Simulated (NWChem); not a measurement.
## Basis-set dependence for FIn

```
In
F 1 2.0049
```
Charge 0, spin multiplicity 1.

All runs are NWChem calculations. All single points use one geometry, from B3LYP/def2-SVP with def2 effective core potentials on In, a minimum by its harmonic frequencies.

Hartree-Fock energies in Ha, correlation energies in mHa.

Effective core potentials replace the inner electrons of In; spin-orbit coupling is left out. The correlated methods keep 5 core orbitals frozen. The structure started from a generated list of species. Coupled-cluster values serve here as a point of comparison, not as the truth.

| basis | functions | RHF | MP2 | SCS-MP2 | CCSD | CCSD+T(CCSD) | CCSD(T) | CR-CCSD[T] | CR-CCSD(T) |
|---|---|---|---|---|---|---|---|---|---|
| def2-SVP | 40 | -288.61948 | -254.8 | -246.9 | -266.5 | -273.6 | -272.2 | -272.4 | -271.3 |
| def2-TZVP | 81 | -288.75578 | -523.0 | -488.9 | -515.0 | -532.2 | -530.2 | -528.8 | -527.2 |
| def2-QZVP | 139 | -288.76205 | -737.2 | -678.1 | not run | not run | not run | not run | not run |

From def2-TZVP to def2-QZVP the Hartree-Fock energy moves by -6.3 mHa and the MP2 correlation energy by -214.1 mHa, which is 29 % of its value in the larger set.
